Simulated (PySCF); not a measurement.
BCl2, SMILES Cl[B]Cl (connectivity only; charge and spin as stated), charge +1, multiplicity 1. Atoms are numbered in the order given.

```xyz
3

Cl     0.0000     0.0000     1.6192
B      0.0000     0.0000     0.0000
Cl     0.0000     0.0000    -1.6192
```
Charge +1, spin multiplicity 1.

Coordinates come from a PBE-D3(BJ)/def2-TZVP optimisation. The spin state was assumed, not searched. The isomer is the one that the SMILES or the coordinates give; other isomers of the formula were not compared.

Calculation: PBE-D3(BJ)/def2-TZVP (PySCF 2.14.0).

Frequencies are harmonic and unscaled.

Modes within 1.5 cm⁻¹ of each other (mostly degenerate sets) share a row, with their intensities summed.

Computed harmonic wavenumbers and intensities:
```csv
mode,ν (cm⁻¹),IR (km/mol),moving atoms (share of kinetic energy)
1–2,316,22.7,"B 87 %, Cl 13 %"
3,551,0.0,Cl 100 %
4,1454,482.6,"B 87 %, Cl 13 %"
```
